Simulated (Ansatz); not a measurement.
B₄Cl⁺. Charge 1, multiplicity 1. Geometry r2SCAN-D4/def2-SVP, basis def2-TZVP, Ansatz.

Cartesian coordinates in Å:
```
B 0.791 0.055 0.916
B -1.310 -0.819 -1.232
B -1.070 0.653 -1.527
B -0.264 -0.019 -0.306
Cl 1.852 0.130 2.147
```

```
run  HOMO (eV)  LUMO (eV)
  A     -12.25     -10.09
  B     -12.10     -10.28
  C     -12.13      -9.82
  D     -12.94      -9.25
  E     -14.96      -6.89
```

The structure comes from a short search, and lower isomers may exist.

Question: The runs used B97M-V, PBE, PBE0, r2SCAN, ωB97X-V. Estimate which is which.

Answer: A r2SCAN (0 % exact exchange); B PBE (0 % exact exchange); C B97M-V (0 % exact exchange); D PBE0 (25 % exact exchange); E ωB97X-V (range-separated). Exact exchange lowers occupied and raises empty levels; among semilocal functionals meta-GGAs tend to open the gap a little, and such runs are hard to tell apart. The gap grows from 1.81 eV (PBE) to 8.07 eV (ωB97X-V). The restricted singlet is unstable towards broken spin symmetry in Hartree–Fock (as tested in another run); at r2SCAN-D4/def2-TZVP, PBE-D4/def2-TZVP, B97M-V/def2-TZVP, PBE0-D4/def2-TZVP and others this wasn't settled.
